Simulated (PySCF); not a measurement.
Species: CsBr.
Atom-mapped SMILES: `[Br:1][Cs:2]`

Structure used (PBE0-D3(BJ)/def2-SVP), in Å, numbered top down from 1:
```
atom  x, y, z in Å
Br1    1.5757   -0.0583    0.0158
Cs2   -1.5564    0.0283   -0.0281
```

Method: PBE0-D3(BJ)/def2-SVP geometry optimisation, gas phase, def2 core potentials past Kr (PySCF).

Masses are those of the commonest isotopes; rigid-rotor values at the optimised geometry. 

Task: What are the moment of inertia and the rotational constant?

Result: I = 486.220 u·Å², B = 505379 MHz·u·Å²/I = 1039 MHz (0.0347 cm⁻¹, or 0.050 K as hB/k). For two atoms I = μr² with μ = 49.5160 u and r = 3.1336 Å.

Task: List the first levels of a rigid rotor in a Σ state.

Result: E(J) = BJ(J+1): J = 1: 0.069, J = 2: 0.208, J = 3: 0.416, J = 4: 0.693, J = 5: 1.040, J = 6: 1.456 cm⁻¹.

Task: Where do the first rotational lines fall?

Result: The dipole is 10.84 D; J+1 ← J lies at 2B(J+1): 1 ← 0 at 2.08 GHz, 2 ← 1 at 4.16 GHz, 3 ← 2 at 6.24 GHz, 4 ← 3 at 8.32 GHz, 5 ← 4 at 10.39 GHz, 6 ← 5 at 12.47 GHz.

Not checked by PBE0-D3(BJ)/def2-SVP frequencies. No vibrational averaging or centrifugal distortion is included, and the geometry carries the error of its method.

On an Intel Xeon Platinum 8488C with one thread, shared host with 192 logical CPUs at a one-minute load of 64, this took 5.3 s and 0.27 GiB of memory at its peak. These figures are those of the optimisation.
